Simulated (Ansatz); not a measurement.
`C=C[SiH](C)O[SiH3]` and `C=C[SiH](F)O[SiH3]` differ in one atom or group.

Ansatz, PBE0-D4/def2-TZVP geometries, multiplicity 1. Each molecule was computed in one conformer, which needn't be the lowest.

```csv
property,`C=C[SiH](C)O[SiH3]`
HOMO energy (PBE0/def2-TZVPP) / eV,-7.87
size of the dipole moment (ωB97M-V/def2-TZVPP) / D,0.76
HOMO–LUMO gap (B3LYP/def2-TZVPP) / eV,7.01
"ideal-gas entropy at 298 K and 1 bar (rigid rotor, harmonic PBE0-D4/def2-TZVP) / J/(mol·K)",421
HOMO–LUMO gap (PBE0/def2-TZVPP) / eV,7.46
LUMO energy (ωB97M-V/def2-TZVPP) / eV,1.62
```

Task: What does the change do to each property? (Estimate.)

Result: The calculation gave: 
| property | `C=C[SiH](F)O[SiH3]` | shift |
| --- | --- | --- |
| HOMO energy (PBE0/def2-TZVPP) / eV | -8.35 | -0.48 |
| size of the dipole moment (ωB97M-V/def2-TZVPP) / D | 1.55 | 0.79 |
| HOMO–LUMO gap (B3LYP/def2-TZVPP) / eV | 7.07 | 0.06 |
| ideal-gas entropy at 298 K and 1 bar (rigid rotor, harmonic PBE0-D4/def2-TZVP) / J/(mol·K) | 408 | -13 |
| HOMO–LUMO gap (PBE0/def2-TZVPP) / eV | 7.54 | 0.08 |
| LUMO energy (ωB97M-V/def2-TZVPP) / eV | 1.27 | -0.35 |

With PBE0 the HOMO falls by 0.48 eV and the LUMO falls by 0.40 eV, so the gap widens by about 0.08 eV. PBE moves the HOMO by -0.49 eV and ωB97M-V by -0.51 eV. The zero-point energy changes by -87.8 kJ/mol with -9 modes. Dipoles are sizes alone; their direction can turn. Modes under 60 cm⁻¹, often nearly free rotors, make the harmonic entropy too high.

B3LYP here is the variant with VWN-RPA as its local correlation; programs differ in this.
